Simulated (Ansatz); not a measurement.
A ladder of methods for GeH2 (SMILES [H][Ge][H])

GeH2 has 3 atoms, charge 0, and is taken as a singlet. SMILES: `[H][Ge][H]`. Geometry: a GFN2-xTB relaxation, a rough one for these elements and not checked as a minimum.

```xyz
3

Ge    0.0046   -0.0091   -0.7810
H     1.0988   -0.0178    0.3984
H    -1.1034    0.0269    0.3826
```

Each level gives the energy change with the Ge1–H3 bond stretched from 1.607 to 3.214 Å (eV). The values are calculated.

```json
{"level": "HF/STO-3G (restricted)", "kind": "Hartree–Fock", "program": "Ansatz", "value (eV)": "7.48", "less FCI/STO-3G": "+3.52"}
{"level": "SVWN5/STO-3G (restricted)", "kind": "LDA", "program": "Ansatz", "value (eV)": "5.57", "less FCI/STO-3G": "+1.61"}
{"level": "PBE/STO-3G (restricted)", "kind": "GGA", "program": "Ansatz", "value (eV)": "5.35", "less FCI/STO-3G": "+1.39"}
{"level": "PBE0/STO-3G (restricted)", "kind": "global hybrid", "program": "Ansatz", "value (eV)": "5.98", "less FCI/STO-3G": "+2.02"}
{"level": "B2PLYP/STO-3G (restricted)", "kind": "double hybrid", "program": "Ansatz", "value (eV)": "5.51", "less FCI/STO-3G": "+1.55"}
{"level": "CCSD(T)/STO-3G (restricted)", "kind": "coupled cluster or CI", "program": "Ansatz", "value (eV)": "3.95", "less FCI/STO-3G": "-0.01"}
{"level": "CCSD/STO-3G (restricted)", "kind": "coupled cluster or CI", "program": "Ansatz", "value (eV)": "3.96", "less FCI/STO-3G": "0.00"}
{"level": "FCI/STO-3G", "kind": "exact in the basis", "program": "Ansatz", "value (eV)": "3.96", "less FCI/STO-3G": "0.00"}
```

FCI/STO-3G is exact within its basis and frozen core, so for wave-function methods in that basis the difference is their error; functionals converge differently with the basis, so for them it is only a difference. Spin-restricted single references rise too steeply as a bond breaks, Hartree–Fock most of all. Perturbation and coupled-cluster corrections on them can overshoot downwards. All-electron rows without a relativistic Hamiltonian named are non-relativistic. The first shape isn't each level's own minimum. The values span 3.95 to 7.48 eV. All rows use very small basis sets, so even the best lies far from the true value. In the correlated wave-function rows the outer d shell of Ge is correlated, in sets not made for it.
